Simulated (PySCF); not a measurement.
Two-component Hartree-Fock for Sc²⁺ (scandium, charge +2)

Start: [Ar] 3d1; 3d3/2 filled at m_j = +3/2. Calculated with PySCF 2.14 in x2c-QZVPPall-2c: generalised Hartree-Fock with the X2C-1e Hamiltonian and a Gaussian nucleus; one run each with spin-orbit coupling (SO) switched off, then screened by Boettger's factors.

| spinor shell | electrons | ε, spin-free (eV) | ε, screened SO (eV) | weight of nominal j (screened SO) | rms radius, screened SO (bohr) |
| --- | --- | --- | --- | --- | --- |
| 1s1/2 | 2 | -4555.0 | -4554.9 | 1.000 | 0.0844 |
| 2s1/2 | 2 | -539.32 | -539.31 | 1.000 | 0.370 |
| 2p1/2 | 2 | -442.08 | -445.43 | 1.000 | 0.338 |
| 2p3/2 | 4 | -442.08 | -440.41 | 1.000 | 0.340 |
| 3s1/2 | 2 | -85.495 | -85.488 | 1.000 | 1.15 |
| 3p1/2 | 2 | -57.990 | -59.033 | 0.978 | 1.26 |
| 3p3/2 | 4 | -57.990 | -57.461 | 0.989 | 1.27 |
| 3d3/2 | 1 | -24.596 | -24.609 | 0.909 | 1.73 |

| quantity | spin-free | screened SO |
| --- | --- | --- |
| E (hartree) | -762.64460 | -762.64997 |
| M_J | 3/2 | 3/2 |
| ⟨J²⟩ | 4.592 | 4.208 |
| ⟨L²⟩ | 6.009 | 6.009 |
| ⟨S²⟩ | 0.752 | 0.752 |

The determinant has a definite M_J but mixes levels of different J.

Each row is a mean over spinors that exchange with the open shell spreads, by up to 3.608 eV (3p1/2).

Without spin-orbit coupling the j labels of p, d and f shells carry no meaning; the spin-free column gives the mean over the occupied spinors of each nl shell, and its ⟨J²⟩ belongs to a mixture of degenerate components.
